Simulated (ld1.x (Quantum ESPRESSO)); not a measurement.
# Reading a pseudo-wave (Zn (Z = 30))

Columns: radius, all-electron u(r) and pseudo u(r) of the 3s shell (level -129.23 eV) of zinc in the configuration [Ne] 3s2 3p6 3d10 4s2 4p0; PBE, scalar-relativistic, RRKJ scheme, ld1.x (Quantum ESPRESSO) 7.5.

| r (bohr) | all-electron | pseudo |
| --- | --- | --- |
| 0.075 | -0.1399 | 0.1452 |
| 0.150 | -0.7229 | 0.3009 |
| 0.225 | -0.4228 | 0.4772 |
| 0.300 | 0.1973 | 0.6801 |
| 0.375 | 0.7574 | 0.9031 |
| 0.450 | 1.1299 | 1.1175 |
| 0.525 | 1.3137 | 1.2753 |
| 0.600 | 1.3532 | 1.3356 |
| 0.675 | 1.2983 | 1.2955 |
| 0.750 | 1.1900 | 1.1899 |
| 0.825 | 1.0570 | 1.0570 |
| 0.900 | 0.9183 | 0.9183 |
| 0.975 | 0.7847 | 0.7847 |
| 1.050 | 0.6623 | 0.6623 |
| 1.125 | 0.5538 | 0.5538 |
| 1.200 | 0.4595 | 0.4595 |
| 1.275 | 0.3789 | 0.3789 |
| 1.350 | 0.3110 | 0.3110 |
| 1.425 | 0.2542 | 0.2542 |
| 1.500 | 0.2071 | 0.2071 |
| 1.575 | 0.1683 | 0.1683 |
| 1.650 | 0.1364 | 0.1364 |
| 1.725 | 0.1104 | 0.1104 |
| 1.800 | 0.0891 | 0.0891 |
| 1.875 | 0.0719 | 0.0719 |
| 1.950 | 0.0579 | 0.0579 |

Question: How many radial nodes do the two functions have?

Answer: The all-electron 3s function has n − l − 1 = 2 (the table is too coarse to show those close to the nucleus); the pseudo-wave has 0, since the states of the same l below it are removed with the core.

Question: At about which radius was the pseudo-wave matched?

Answer: 0.80 bohr, where the columns begin to agree (steps of 0.07 bohr).

Question: Is the pseudo-wave norm-conserving?

Answer: Yes: the RRKJ scheme keeps the norm inside the radius equal to the all-electron one, which fixes the energy derivative of the logarithmic derivative at the level.
